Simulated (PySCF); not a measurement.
# Sulfur: a sound run and one with changed settings

Sound run: S²⁺ [Ne] 3s2 3p2, S³⁺ [Ne] 3s2 3p1. Computed with PySCF 2.14 in cc-pV(D+d)Z (4s3p2d, 23 functions), with no relativity, point nucleus. In the sound run the correlated levels freeze [Ne]. The sound run starts from symmetry-adapted Hartree-Fock orbitals and uses a fine grid where one is needed.

Changed run: initial guess sap, at most 8 SCF cycles. This setting is unsound on purpose.

```json
{"species": "S²⁺", "method": "UHF", "sound run (hartree)": "-396.32304", "changed run (hartree)": "-396.32304", "converged": "yes"}
{"species": "S²⁺", "method": "PBE", "sound run (hartree)": "-396.69212", "changed run (hartree)": "-396.69212", "converged": "yes"}
{"species": "S²⁺", "method": "TPSS", "sound run (hartree)": "-396.88645", "changed run (hartree)": "-396.88645", "converged": "yes"}
{"species": "S²⁺", "method": "MP2", "sound run (hartree)": "-396.37712", "changed run (hartree)": "-396.37712", "converged": "yes"}
{"species": "S²⁺", "method": "CCSD(T)", "sound run (hartree)": "-396.40124", "changed run (hartree)": "-396.40124", "converged": "yes"}
{"species": "S³⁺", "method": "UHF", "sound run (hartree)": "-395.06882", "changed run (hartree)": "-395.06882", "converged": "yes"}
{"species": "S³⁺", "method": "PBE", "sound run (hartree)": "-395.41173", "changed run (hartree)": "-395.41173", "converged": "yes"}
{"species": "S³⁺", "method": "TPSS", "sound run (hartree)": "-395.60466", "changed run (hartree)": "-395.60466", "converged": "yes"}
{"species": "S³⁺", "method": "MP2", "sound run (hartree)": "-395.11098", "changed run (hartree)": "-395.11098", "converged": "yes"}
{"species": "S³⁺", "method": "CCSD(T)", "sound run (hartree)": "-395.13346", "changed run (hartree)": "-395.13346", "converged": "yes"}
```

Ionisation energy of S²⁺:

```csv
method,sound run (eV),changed run (eV)
UHF,34.129,34.129
PBE,34.841,34.841
TPSS,34.879,34.879
MP2,34.454,34.454
SCS-MP2,34.373,34.373
CCSD,34.489,34.489
CCSD(T),34.498,34.498
```

Here the setting changes nothing at the digits shown.

For comparison, NIST gives 34.86 ± 0.04 eV between the lowest levels.
